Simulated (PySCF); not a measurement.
Identify the unknown among the candidates.

* UV, first state: lowest singlet excitation: 5.67 eV (219 nm, f = 0.003) [TDDFT wB97X-D/def2-SVPD]
* Rotational structure: rotational constants A, B, C: 3.330, 0.944, 0.848 GHz [GFN2-xTB]
* Polarisability: 79.1 au [wB97X-D/def2-SVPD]
* UV, strongest line: among the 8 lowest singlet transitions: S3 at 7.06 eV (176 nm, f = 0.224) [TDDFT wB97X-D/def2-SVPD]
* Triplet: lowest triplet excitation (Tamm–Dancoff): 4.39 eV [TDA wB97X-D/def2-SVPD]
* Dipole: 2.12 D [wB97X-D/def2-SVPD]

Gas-phase values; electronic properties from PySCF, density fitting. Levels stand in brackets. One conformer (not necessarily the lowest) at the GFN2-xTB geometry, without solvent, vibrations or thermal averaging.

Problem. Which candidate is it?
A. `O=CO[C@@H]1O[Si@H](F)O[SiH2]1`
B. `C=C[C@@H](F)C(=C)OC=O`
C. `CO/C=C(\C)C(F)=C=O`
D. `O=C(O)[C@@H]1O[Si@H](F)O[SiH2]1`

Solution. B. It is `C=C[C@@H](F)C(=C)OC=O`. Numbering: `[CH2:1]=[CH:2][C@@H:3]([F:4])[C:5](=[CH2:6])[O:7][CH:8]=[O:9]`. Its formula, C6H7FO2, gives 3 degrees of unsaturation: 0 rings and 3 π bonds in the structure found. The optimised geometry has point group C1 and is an asymmetric top.

The others, at the same levels:
- `CO/C=C(\C)C(F)=C=O` fails: its computed lowest singlet excitation is 2.16 eV (575 nm, f = 0.000) (against 5.67 eV), lowest triplet excitation (Tamm–Dancoff) is 1.78 eV (against 4.39 eV) and strongest line among the 8 lowest singlet transitions is S3 at 5.66 eV (219 nm, f = 0.572) (against S3 at 7.06 eV).
- `O=C(O)[C@@H]1O[Si@H](F)O[SiH2]1` fails: its computed lowest singlet excitation is 5.90 eV (210 nm, f = 0.005) (against 5.67 eV), lowest triplet excitation (Tamm–Dancoff) is 5.44 eV (against 4.39 eV) and strongest line among the 8 lowest singlet transitions is S3 at 7.58 eV (164 nm, f = 0.128) (against S3 at 7.06 eV).
- `O=CO[C@@H]1O[Si@H](F)O[SiH2]1` fails: its computed lowest singlet excitation is 6.13 eV (202 nm, f = 0.007) (against 5.67 eV), lowest triplet excitation (Tamm–Dancoff) is 5.59 eV (against 4.39 eV) and strongest line among the 8 lowest singlet transitions is S8 at 8.56 eV (145 nm, f = 0.040) (against S3 at 7.06 eV).

Each candidate is one conformer, not necessarily the lowest. Dipoles, sizes and rotational constants follow the conformer. The torsions of the flexible species, by atom-mapped SMILES:
- `[CH2:1]=[CH:2][C@@H:3]([F:4])[C:5](=[CH2:6])[O:7][CH:8]=[O:9]`: C1–C2–C3–F4 -6°, C2–C3–C5–C6 -103°, C3–C5–O7–C8 -172°, C5–O7–C8–O9 0°
- `[CH3:1][O:2]/[CH:3]=[C:4](\[CH3:5])[C:6]([F:7])=[C:8]=[O:9]`: C1–O2–C3–C4 -178°, C3–C4–C6–F7 1°

The conformers of `O=C(O)[C@@H]1O[Si@H](F)O[SiH2]1` and `O=CO[C@@H]1O[Si@H](F)O[SiH2]1` aren't listed.
